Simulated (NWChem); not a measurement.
PH, triplet; SMILES [PH]

```xyz
2

P      0.0000     0.0000    -0.1021
H      0.0000     0.0000     1.3261
```
Atoms are numbered in this order, from 1.

All runs: NWChem. Spin-unrestricted. The geometry was optimised at PBE0-D3(BJ)/def2-TZVP, spin-unrestricted. No stability test was run on the SCF state. Level: M05-2X/def2-SVP with SMD (1 M gas to 1 M solution), gas-phase geometry. Reactions with the solvent are ignored.

**Question.** Among these, which solvent gives the lowest value of “dipole in solution (D)”?
A. chloroform
B. 2-propanol
C. water
D. 1-propanol

**Answer.** A, chloroform. Values: chloroform 0.86; 2-propanol 0.92; 1-propanol 0.92; water 0.93
